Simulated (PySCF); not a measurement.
# Dipole response of Pb (lead, neutral)

[Xe] 4f14 5d10 6s2 6p2, high-spin 3P determinant. Computed with PySCF 2.14 in aug-cc-pVTZ-PP with one added diffuse shell each of d, f type with ECP60MDF (6s5p5d3f, 67 functions), with scalar relativity through the core potential. Coupled (time-dependent) response in atomic units; α is the mean over directions.

```csv
method,mean α (bohr³),"α xx, yy, zz",C₆ (like pair),S(−4)
UHF,62.93,"47.10, 70.85, 70.85",735.4,1528
PBE,70.01,"50.12, 79.95, 79.95",808.5,2297
PBE0,65.49,"47.70, 74.38, 74.38",754.4,1851
wB97X,62.76,"46.42, 70.92, 70.92",718.0,1646
```

S(−4) is the Cauchy moment in α(ω) = α(0) + S(−4) ω² + …

Reference α: 47 ± 3 bohr³ (recommended; Schwerdtfeger and Nagle, table of static dipole polarizabilities (2023 update)). Published C₆: 534.0 (Gould and Bucko (2016)).

Spin-orbit coupling is absent.

α(iu) at UHF:

```
u (hartree)  α(iu) (bohr³)
          0          62.93
     0.0500          59.42
      0.100          51.53
      0.200          35.88
      0.300          25.44
      0.500          14.60
      0.750          8.836
       1.00          6.088
       1.50          3.530
       2.00          2.343
       3.00          1.251
       5.00         0.5198
```

A single London oscillator, α(iu) = α/(1 + u²/ω²), gives C₆ = (3/4) ω α². Matching the computed C₆ needs ω = 4 × 735.4 / (3 × 62.93²) = 0.248 hartree.

The components differ because the open shell of this determinant is not spherical; for a pure term their mean is the scalar polarisability.

Energies and moments cover only the electrons outside the core potential. Spin-orbit coupling is strong in this species (close to jj coupling), so the high-spin LS determinant is a model state, not a physical level.
